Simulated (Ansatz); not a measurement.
`C[N]=[Mo](=[O])([OH])[F]` + HCl → `C[N]=[Mo](=[O])([OH])[Cl]` + H–F at 400 K and 1 bar (ligand exchange at a Mo–F bond).

Program: Ansatz. Geometries: PBE0-D4/def2-TZVP. ΔE: electronic, gas phase. CCSD(T)/CBS adds triple-zeta CCSD(T) − MP2 to the extrapolated MP2 energy (def2 sets, frozen cores). This one scheme is used for every species. Elements past krypton have def2 core potentials. For Mo outer-core shells are correlated without core-valence functions, which leaves a few kJ/mol of doubt a bond. Each species was taken in one conformer, which may not be the lowest.

```csv
species,CCSD(T)/CBS energy (Eh),H − E (kJ/mol),S (J/(mol·K))
`C[N]=[Mo](=[O])([OH])[F]`,-413.57520,198.2,411.1
HCl,-460.38127,29.6,195.4
`C[N]=[Mo](=[O])([OH])[Cl]`,-773.56674,196.7,425.9
H–F,-100.39570,36.5,182.2
```

H − E and S are ideal-gas, rigid-rotor, harmonic terms from PBE0-D4/def2-TZVP, for one conformer and one mirror image of each species. 1 Eh = 2625.50 kJ/mol, R = 8.31446 J/(mol·K).

**Question.** By hand: ΔE, ΔH, ΔS and ΔG.

**Answer.** ΔE = (-773.56674) + (-100.39570) − (-413.57520) − (-460.38127) = -0.00597 Eh = -15.7 kJ/mol. Δ(H − E) = 196.7 + 36.5 − 198.2 − 29.6 = 5.4, so ΔH = -10.3 kJ/mol. ΔS = 425.9 + 182.2 − 411.1 − 195.4 = 1.6 J/(mol·K). ΔG = -10.3 − 400 × (1.6)/1000 = -10.9 kJ/mol.

**Question.** By hand: the equilibrium constant, and the temperature at which ΔG would vanish if ΔH and ΔS stayed fixed.

**Answer.** log₁₀ K = −ΔG/(RT ln 10) = 1.4. ΔH and −TΔS have one sign here, so there is no such temperature.

The number of gas molecules stays the same, so ΔS is small and ΔH decides. A doubt of 5 kJ/mol in ΔE shifts log₁₀ K by 0.7 here. Other conformers and mirror images would add mixing entropy, several J/(mol·K) or more a flexible species. These are equilibria of isolated gas molecules and say nothing of rates. Largest T1 diagnostic: 0.022 (customary marks: 0.02 for closed shells, 0.045 for open ones).

ΔS is within the doubt of such terms, so its sign, and with it that verdict, could turn.
